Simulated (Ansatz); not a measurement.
Mulliken charges of AuBrH3N (`[NH3+][Au-][Br]`) from PBE/def2-TZVPP in Ansatz (PBE0-D4/def2-TZVP geometry).

```csv
atom,x (Å),y (Å),z (Å),charge (e)
N1,-0.864,0.002,0.262,-0.344
Au2,1.141,-0.027,-0.358,0.048
Br3,3.392,-0.060,-1.057,-0.344
H4,-1.301,-0.902,0.116,0.214
H5,-1.393,0.694,-0.257,0.214
H6,-0.933,0.229,1.248,0.214
```

Task: By hand: the dipole of these point charges (1 e Å = 4.8032 D).

Result: Σ q r = (-1.591, 0.023, 0.493) e Å, of length 1.666 e Å = 8.00 D.

Task: How does the dipole of the full density compare? (Best estimate.)

Result: The calculation gave: (-1.682, 0.024, 0.521) e Å, 8.46 D; the point charges give 0.95 times that, at 0° from its direction.

Point charges leave out the atoms' own dipoles, such as those of lone pairs, and Mulliken's split depends on the basis, so the close match here is no proof of good charges.
